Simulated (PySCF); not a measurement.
GeF2, SMILES [Ge]([F])[F] (connectivity only; charge and spin as stated), neutral, multiplicity 1. Atoms are numbered in the order given.

```xyz
3

Ge     0.0000     0.0000     0.4177
F      0.0000    -1.3212    -0.7425
F      0.0000     1.3212    -0.7425
```
Charge 0, spin multiplicity 1.

Geometry: B3LYP-D3(BJ)/def2-TZVP. The isomer is the one that the SMILES or the coordinates give; other isomers of the formula were not compared.

Method: B3LYP/def2-TZVPD in PySCF.

Gas-phase values at a fixed geometry.

### Question
Estimate the frontier levels, gap, dipole moment and polarisability. (The exact figures need the calculation; the answer reports its results.)

### Answer

```
Item                                                                                                           Result
---------------------------------------------------------------------------------------------  ----------------------
highest occupied level                                                                                       -8.93 eV
lowest empty level                                                                                           -2.99 eV
orbital gap                                                                                                   5.94 eV
dipole moment                                                                                               0.559 e·Å
quadrupole, principal values (traceless, Buckingham form, about the centre of nuclear charge)  -5.11, -0.75, 5.86 D·Å
mean static polarisability                                                                       30.4 bohr³ (4.51 Å³)
polarisability, principal values                                                               27.4, 30.7, 33.1 bohr³
```
